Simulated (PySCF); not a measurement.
An unknown gives this computed stick spectrum. Computed with PySCF 2.14.0, density-fitted response routines, TDDFT CAM-B3LYP/def2-SVPD, vertical, gas phase, core orbitals frozen in the response. Geometries: PBE0-D3(BJ)/def2-SVP, one conformer each.

| state | E (eV) | f | main configurations (H = HOMO, L = LUMO) |
| --- | --- | --- | --- |
| S1 | 5.00 | 0.024 | H→L (70%), H-1→L+1 (17%), H-1→L (8%) |
| S2 | 5.30 | 0.0002 | H-2→L (86%), H-2→L+6 (11%) |
| S3 | 5.57 | 0.185 | H-1→L (73%), H→L+1 (13%), H→L (11%) |
| S4 | 6.56 | 0.560 | H→L+1 (66%), H-1→L (16%) |
| S5 | 6.69 | 0.406 | H-1→L+1 (66%), H→L (12%), H→L+1 (12%) |
| S6 | 7.06 | 0.0022 | H→L+2 (74%), H→L+3 (17%) |
| S7 | 7.21 | 0.141 | H-3→L (88%) |
| S8 | 7.24 | 0.0001 | H-4→L (93%) |
| S9 | 7.34 | 0.0030 | H-1→L+2 (76%), H-1→L+3 (10%) |
| S10 | 7.53 | 0.0003 | H-2→L+1 (88%) |

Orbital energies (eV): HOMO-3 -10.30, HOMO-2 -9.62, HOMO-1 -8.72, HOMO -8.44, LUMO -0.31, LUMO+1 0.70, LUMO+2 1.23.

Question: Which candidate is it?
A. `FC(F)(F)C1=COCCC1`
B. `COC(=O)c1cccc(C)c1`
C. `C=C(CC(F)(F)F)OC=C`
D. `O(C1[C@H](C=C)C=CC=1)C(C)=O`

Answer: B. Its S1 lies at 5.00 eV; the nearest of the others has S1 at 4.69 eV. S1 is HOMO→LUMO (70%), HOMO-1→LUMO+1 (17%), HOMO-1→LUMO (8%). Löwdin shares by element: HOMO carbon 67% or more (atoms not listed hold the other 33%); LUMO carbon 43% or more, oxygen 12% or more (atoms not listed hold the other 45%). At the same level the other candidates give, for their lowest levels:
- `FC(F)(F)C1=COCCC1`: 6.41 eV (f 0.161); 6.82 eV (f 0.078); 7.63 eV (f 0.011); 7.72 eV (f 0.017); 7.75 eV (f 0.009); HOMO -8.41, LUMO 0.91 eV
- `C=COC(=C)CC(F)(F)F`: 6.08 eV (f 0.324); 6.67 eV (f 0.082); 6.95 eV (f 0.032); 7.24 eV (f 0.031); 7.48 eV (f 0.040); HOMO -8.24, LUMO 0.69 eV
- `C=C[C@@H]1C=CC=C1OC(C)=O`: 4.69 eV (f 0.117); 5.73 eV (f 0.001); 5.88 eV (f 0.083); 6.12 eV (f 0.013); 6.26 eV (f 0.009); T1 2.90 eV; HOMO -7.49, LUMO 0.18 eV

Shape of the structure used: `[CH3:1][O:2][C:3](=[O:4])[c:5]1[cH:6][cH:7][cH:8][c:9]([CH3:10])[cH:11]1`: C1–O2–C3–O4 0°, O2–C3–C5–C6 1°.
Triplets come from the Tamm–Dancoff approximation.
